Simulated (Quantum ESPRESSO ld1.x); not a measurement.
All-electron atom: I38+ in [Ne] 3s2 3p3.

All-electron calculation, scalar-relativistic Kohn-Sham, LDA (Slater exchange, Perdew-Wang correlation), spin-polarised, spherical densities, point nucleus; open shells are filled with parallel spins first. Program: ld1.x of Quantum ESPRESSO 7.5.

Energy parts (hartree):
part                       energy
total                  -5878.7847
kinetic                 6223.1384
electron-nucleus      -12797.8516
Hartree                  797.2230
exchange-correlation    -101.2945

Orbitals (lengths in bohr, moments of r in powers of bohr; r(max) is where P^2 peaks):
orbital  occ.  eigenvalue (hartree)     <r^2>  r(max)      <r>
1s up       1              -1294.15  0.001006   0.018  0.02724
1s down     1              -1293.87  0.001006   0.018  0.02724
2s up       1              -266.942   0.01577   0.099   0.1158
2s down     1              -266.686   0.01575   0.099   0.1157
2p up       3              -248.672   0.01240   0.079   0.1010
2p down     3              -248.365   0.01239   0.079   0.1010
3s up       1              -104.010   0.09050   0.267   0.2821
3s down     1              -103.200   0.09083   0.267   0.2826
3p up       3              -98.2975   0.08629   0.256   0.2736
3p down     0              -97.4802   0.08661   0.256   0.2740

The highest occupied level is 3p up at -2674.8 eV. Summed over all electrons, <r^2> = 0.5481 bohr^2, which gives a Langevin (diamagnetic) susceptibility term of -0.434 x 10^-6 cm^3/mol.
